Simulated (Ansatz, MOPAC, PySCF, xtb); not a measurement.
Pair of molecules: stibine (SMILES [SbH3]) (first 4 atoms) with C2H4 (SMILES C=C); geometry from B3LYP-D3(BJ)/def2-TZVP, rigid monomers moved along the line of their centres of mass till Sb1···C6 is 4.17 Å.
(charge 0, multiplicity 1):
| atom | x (Å) | y (Å) | z (Å) |
|---|---|---|---|
| Sb | 0.6126 | -0.1406 | 0.6466 |
| H | 1.1955 | 0.4873 | -0.8452 |
| H | 1.9767 | 0.4665 | 1.4844 |
| H | -0.2803 | 1.2875 | 0.9520 |
| C | -0.2441 | 0.5453 | 4.7854 |
| C | -0.3976 | -0.7632 | 4.6403 |
| H | 0.7209 | 0.9846 | 5.0067 |
| H | -1.0761 | 1.2311 | 4.6820 |
| H | -1.3616 | -1.2030 | 4.4154 |
| H | 0.4349 | -1.4489 | 4.7415 |

Counterpoise-corrected where a basis set is named; no monomer relaxation. Rows marked so take none.

Rows in 3-21G carry no dispersion term and start afresh at each structure; the Pople sets are all-electron and without relativity. The state reached by PM3 isn't checked.

Run with Ansatz (Gaussian basis) for Hartree–Fock, density functionals and correlated methods; MOPAC for PM3 (differences of heats of formation); PySCF for 3-21G rows; xtb for the GFN methods. Values without a source in brackets are computed. In def2 rows elements past Kr take small-core potentials, without spin–orbit coupling.

Task: One of these levels gives -31.7 meV for the interaction energy. Name it.
A. B3LYP/3-21G (no counterpoise)
B. PBE/def2-TZVPPD
C. PM3
D. GFN-FF

Result: B, PBE/def2-TZVPPD. The others give -74.1 (GFN-FF), 15.7 (PM3), -59.9 (B3LYP/3-21G (no counterpoise))

Ansatz is a first-principles code.
